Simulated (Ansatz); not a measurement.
Basis sets compared for Zr4P4. Total charge 0; singlet. Geometry PBE-D4/def2-SVP. Ansatz on 4 threads of Intel Xeon on a shared host; times are rough, and most runs start from earlier orbitals.

```xyz
8

Zr   -0.550   -1.920    0.662
Zr   -0.339    0.313    2.269
Zr    1.760    0.092    0.140
Zr   -0.740    0.846   -0.840
P     1.308    0.249   -2.406
P    -2.364   -0.240    0.872
P     0.353   -1.520   -1.581
P     0.573    2.180    0.884
```

In the def2 sets Zr takes a core potential; there is no spin–orbit coupling. The restricted singlet is unstable towards broken spin symmetry in Hartree–Fock (as tested in another run); at PBE-D4/def2-SVP, PBE-D4/def2-TZVP, PBE0-D4/def2-SVP, PBE0-D4/def2-TZVP this wasn't settled. No other spin state of charge 0 was run. Another isomer (singlet) lies 0.12 eV lower at PBE0-D4/def2-TZVP; other spin states weren't run for this one.

Binding counts from free atoms (Zr triplet, P quartet) in the same basis, without a counterpoise term.

```csv
level,functions,energy (Eh),HOMO (eV),LUMO (eV),binding per atom (eV),wall time
PBE-D4/def2-SVP,196,-1552.8244,-3.56,-3.29,–,9.5 s
PBE0-D4/def2-SVP,196,-1552.7907,-4.18,-2.69,4.17,21 s
```

Estimate the rows for PBE-D4/def2-TZVP (with forces), PBE0-D4/def2-TZVP.


| level | functions | energy (Eh) | HOMO (eV) | LUMO (eV) | binding per atom (eV) | wall time |
| --- | --- | --- | --- | --- | --- | --- |
| PBE-D4/def2-TZVP (with forces) | 308 | -1553.3445 | -3.51 | -3.22 | – | 21 s |
| PBE0-D4/def2-TZVP | 308 | -1553.3075 | -4.09 | -2.60 | 4.21 | 44 s |
